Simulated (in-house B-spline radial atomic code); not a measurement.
Configurations of the lanthanum ion La⁴⁺, with energies counted from [Kr] 4d10 5s2 5p5. Level of theory: Dirac-Hartree-Fock, average of configuration, Fermi nucleus of rms radius 4.855 fm; calculated with a B-spline radial code for spherical atoms. Energies include first-order Breit, QED and recoil terms.

Occupations are held fixed; configurations that lie above the ionisation limit could autoionise.

```tsv
configuration	E - E(ref) (eV)	highest orbital	its <r> (bohr)
[Kr] 4d10 5s2 5p4 7g1	55.347	7g7/2	12.5
[Kr] 4d10 5s2 5p4 9f1	57.212	9f7/2	18.65
[Kr] 4d10 5s1 5p5 8f1	76.272	8f7/2	14.02
[Kr] 4d9 5s2 5p5 6s1	119.51	6s1/2	3.156
[Kr] 4d9 5s2 5p5 5g1	139.3	5g7/2	5.398
[Kr] 4d9 5s2 5p5 6g1	143.46	6g7/2	8.633
[Ar] 3d10 4s2 4p5 4d10 5s2 5p6	197.75	5p3/2	1.689
```

Q: Order these further configurations by energy, lowest first.
A. [Kr] 4d10 4f1 5s2 5p4
B. [Ar] 3d9 4s2 4p6 4d10 5s2 5p5 6g1
C. [Ar] 3d9 4s2 4p6 4d10 5s2 5p5 6s1
D. [Ar] 3d9 4s2 4p6 4d10 5s2 5p5 7f1
E. [Kr] 4d10 5s2 5p4 5g1

A: A (18.939 eV), E (48.659 eV), C (859.97 eV), B (884.1 eV), D (884.38 eV).

Q: How far above the reference does [Kr] 4d10 5s2 5p4 7f1 lie?

A: 53.304 eV; its least bound orbital is 7f7/2 with <r> = 10.08 bohr.

Q: How far above the reference does [Kr] 4d10 5s2 5p4 5f1 lie?

A: 42.328 eV; its least bound orbital is 5f7/2 with <r> = 3.881 bohr.

Q: How far above the reference does [Kr] 4d10 5s2 5p4 8g1 lie?

A: 56.99 eV; its least bound orbital is 8g7/2 with <r> = 16.97 bohr.
